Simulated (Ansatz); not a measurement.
Input file for Ansatz (a quantum-chemistry and plane-wave program): R-B3LYP/def2-TZVPPD on C2H7ClO (a complex), monomers drawn apart or pushed together. Files ending in .json are basis or fitting sets from the Basis Set Exchange.

Ansatz 0.2 input:
```yaml
crystal:
  periodic: [false, false, false]
  atoms:
    - {symbol: Cl, position_ang: [0.79746474, 0.13762969, -0.34274770]}
    - {symbol: H, position_ang: [0.13752895, -0.23834519, 0.73026546]}
    - {symbol: C, position_ang: [0.76879594, 1.00117848, 3.37081454]}
    - {symbol: C, position_ang: [0.45119846, -0.46276115, 3.13711881]}
    - {symbol: O, position_ang: [-0.53500044, -0.65650960, 2.10840658]}
    - {symbol: H, position_ang: [1.54254259, 1.10238239, 4.13460123]}
    - {symbol: H, position_ang: [-0.11384303, 1.54409866, 3.71984415]}
    - {symbol: H, position_ang: [1.12473327, 1.47078518, 2.45337604]}
    - {symbol: H, position_ang: [1.33088215, -1.00038090, 2.78435953]}
    - {symbol: H, position_ang: [0.10984329, -0.94554668, 4.05769447]}
    - {symbol: H, position_ang: [-1.32500251, -0.14907445, 2.32877077]}
basis:
  gaussian:
    orbitals: def2-TZVPPD.json
hamiltonian:
  xc: {name: B3LYP}
scf: {lower_state_search: off}
```

It printed:

```
WARN ansatz: RAYON_NUM_THREADS=1 ignored (pool sized by the plan → 1); use --threads N
Functional definition: B3LYP
these checks for a lower state are left out or cut short: stability, starts, cluster_reference, orbital_swaps, neighbouring_geometries, increment
integrals: 0.22 GiB planned
1279 factors; their error is unknown
mean field: 1.90 GiB planned
mean field evaluation 1: about -16753.0682 eV, gradient 6.3e1 eV
mean field evaluation 2: about -16746.3317 eV, gradient 8.4e1 eV
mean field evaluation 4: about -16761.0723 eV, gradient 4.6e0 eV
mean field evaluation 8: about -16761.1128 eV, gradient 5.4e-2 eV
mean field evaluation 16: about -16761.1186 eV, gradient 4.4e-5 eV
mean field -16761.11858549 eV, -615.9597469226 hartree, gradient 5.8e-6 eV, S^2 0.000000; 0 other end points of the search recorded, 0 dependent functions left out
reference -16761.11889214 eV, -615.9597581918 hartree; 22, 22 occupied and 262, 262 virtual orbitals, 1279 factors
Total energy: -16761.11889214 eV, -615.9597581918 hartree
Checks for a lower state left out: stability, starts, cluster_reference, orbital_swaps, neighbouring_geometries, increment
```

The run converged.

Cost: about 7 core-seconds (a rough figure).
